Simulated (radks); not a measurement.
All-electron atom: Ba II in [Xe] 6s1. Calculated with a radial shooting solver on a logarithmic mesh with Libxc functionals: Dirac Kohn-Sham, relativistic LDA (MacDonald-Vosko exchange, VWN5 correlation), spin-unpolarised, spherical densities, finite nucleus; Fermi nuclear charge, rms radius 4.8378 fm.

Unscreened Slater integrals over Kohn-Sham orbitals (eV). Large and small components are both included.

\begin{tabular}{lr}
integral & value \\ \hline
F0(6s1/2,6s1/2) & 5.7232 \\
F0(6s1/2,5p3/2) & 7.0416 \\
G1(6s1/2,5p3/2) & 0.61954 \\
F0(6s1/2,5p1/2) & 7.0800 \\
G1(6s1/2,5p1/2) & 0.54431 \\
F0(6s1/2,5s1/2) & 7.1780 \\
G0(6s1/2,5s1/2) & 0.32490 \\
F0(5p3/2,5p3/2) & 12.634 \\
F2(5p3/2,5p3/2) & 6.7876 \\
F0(5p3/2,5p1/2) & 12.910 \\
G2(5p3/2,5p1/2) & 6.8972 \\
F0(5p3/2,5s1/2) & 13.622 \\
G1(5p3/2,5s1/2) & 8.9664 \\
F0(5p1/2,5p1/2) & 13.211 \\
F0(5p1/2,5s1/2) & 13.990 \\
G1(5p1/2,5s1/2) & 9.5045 \\
F0(5s1/2,5s1/2) & 14.958 \\
\end{tabular}
